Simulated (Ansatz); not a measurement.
Z-matrix (Å, degrees):
```
C
O 1 1.3742
H 2 0.9628 1 109.59
H 1 1.0857 2 116.63 3 26.39
C 1 1.4796 4 121.30 2 -148.01
H 5 1.0906 1 110.29 4 -37.50
H 5 1.0936 6 108.40 1 121.60
H 5 1.1006 6 107.79 7 115.41
```
Charge 0, spin multiplicity 2.

All values below come from frozen-core CCSD(T)/cc-pVTZ // B3LYP-D3(BJ)/def2-TZVP (Ansatz, a quantum-chemistry and plane-wave program).

```
Quantity                       Result
----------------------  -------------
HF energy               -153.51812 Ha
MP2 correlation energy    -0.56561 Ha
```

Question: Estimate the CCSD correlation energy, the (T) correction, the total energy and the T1 diagnostic.

Answer: 
| Property | Result |
|---|---|
| CCSD correlation energy | -0.59469 Ha |
| (T) correction | -0.02149 Ha |
| CCSD(T) total energy | -154.13429 Ha |
| T1 diagnostic | 0.014 |
